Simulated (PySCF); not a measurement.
A structure optimised at PBE-D3(BJ)/def2-SVP, used in a PySCF frequency run:

```xyz
14

C      0.0263    -1.2827    -0.0452
C      1.2114    -0.3406     0.2393
C      0.7717     0.9793    -0.3573
O     -0.7148     0.9843    -0.0255
C     -1.1943    -0.4408     0.2737
H      0.0198    -1.6049    -1.1060
H      0.0535    -2.1926     0.5849
H      2.1506    -0.6917    -0.2302
H      1.3947    -0.2371     1.3278
H      0.8529     1.0219    -1.4611
H      1.1791     1.8919     0.1135
H     -1.2689     1.4676    -0.6792
H     -2.0885    -0.6133    -0.3530
H     -1.4652    -0.4066     1.3447
```
Charge +1, spin multiplicity 1.

Question: Write its SMILES and formula.

Answer: C1CC[OH+]C1, C₄H₉O

Question: What are its rotational constants (standard atomic weights)?

Answer: 6.6239, 6.5376, 3.7597 GHz
